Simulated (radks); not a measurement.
The numbers below are computed, except where a source is named.
Species: O+. Configuration: [He] 2s2 2p3. Code: a radial shooting solver on a logarithmic mesh with Libxc functionals. Model: scalar-relativistic Kohn-Sham, PBE, spin-unpolarised, spherical densities, point nucleus.

Normalised radial functions P(r) = r R(r), r in bohr:

```
   r/bohr * 2s, o 2p (the largest magnitude, 0.991, reaches the edge; | marks zero, & curves that meet)
  0.01587                             o   *
  0.02169                             o    *
  0.02939                             o      *
  0.04015                             |o      *
  0.05485                             |o        *
  0.07434                             | o        *
   0.1016                             |  o        *
   0.1387                             |    o     *
    0.188                             |       &
   0.2569                             | *         o
   0.3509                      *      |               o
   0.4756            *                |                    o
   0.6498     *                       |                       o
   0.8877  *                          |                       o
    1.203      *                      |                    o
    1.644              *              |              o
    2.245                      *      |        o
    3.043                           * |   o
    4.157                             *o
```

2s: eigenvalue -39.664 eV, 1 radial node at r = 0.275 bohr, <r> = 1.08 bohr, 90 % of the charge inside 1.72 bohr. 2p: eigenvalue -24.450 eV, 0 radial nodes, <r> = 1.11 bohr, 90 % of the charge inside 1.89 bohr.
